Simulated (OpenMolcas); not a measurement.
Rh I.

```yaml
Program: OpenMolcas 26.06
Method: CASSCF
Basis: ANO-RCC-VQZP [8s7p5d3f2g1h]
Scalar_Hamiltonian: DKH2, point nucleus
Active_space: 9 electrons in 6 orbitals (4d 5s)
State_averaging: 2S+1 = 4 even, 20 roots; 2S+1 = 2 even, 52 roots kept (CI in the orbitals of an earlier block)
Spin-orbit_coupling: state interaction with AMFI integrals over the reference wave functions, term energies averaged over their components
```

Levels without dynamic correlation, in cm-1 above 4d8 5s 4F 9/2:

```json
{"Level": "4d8 5s 2P 3/2", "E": "18227"}
{"Level": "4d8 5s 2F 7/2", "E": "7466"}
{"Level": "4d8 5s 4P 3/2 [70 %]", "E": "15239"}
{"Level": "4d8 5s 2G 9/2", "E": "20049"}
```

On this reference, MS-CASPT2, IPEA 0.25 Eh, imaginary shift 0.1 Eh (closed shells correlated: 4s 4p) puts 4d8 5s 2P 3/2 at 13340 cm-1.

Task: Estimate the other levels at that method by one scale factor, and say how well it serves.

Result: The factor is 13340 / 18227 = 0.732. Scaled values beside those that MS-CASPT2 gives and measured ones (NIST Handbook of Basic Atomic Spectroscopic Data):
| Level | Scaled | MS-CASPT2 | Miss (%) | Measured |
| --- | --- | --- | --- | --- |
| 4d8 5s 2F 7/2 | 5465 | 5200 | +5.1 | 5691 |
| 4d8 5s 4P 3/2 [70 %] | 11155 | 11410 | -2.2 |  |
| 4d8 5s 2G 9/2 | 14676 | 16100 | -8.8 |  |
For these levels the scaled values miss MS-CASPT2 by up to 8.8 %, as correlation changes each term by its own factor, spin-orbit parts do not scale and CASPT2 has its own spread within terms. This holds within one configuration; levels of others move differently, and the target method has errors of its own against measurement.

CASPT2 breaks the degeneracy within a term, and the mean is taken; among the terms shown or strongly mixed into the levels shown the widest spread is 1300 cm-1 (4d8 5s 2F, MS-CASPT2). Terms from blocks run as CI alone lack orbitals of their own. No level of 4d9 was computed, though it lies in the active space. Without dynamic correlation excited terms often stand tens of per cent too high (terms of higher spin than the ground term too low), and those without a measured partner can miss by more than the paired ones (holds for CASSCF). Computed and measured levels are paired by configuration, term and J; levels that our copy of the source lacks, or whose pairing is in doubt (as where it misses far off the trend of its configuration), stay unpaired and out of the deviations. Only configurations of the active space appear.

A share in square brackets marks a mixed level and gives the weight of the term that names it, the lowest over the columns.
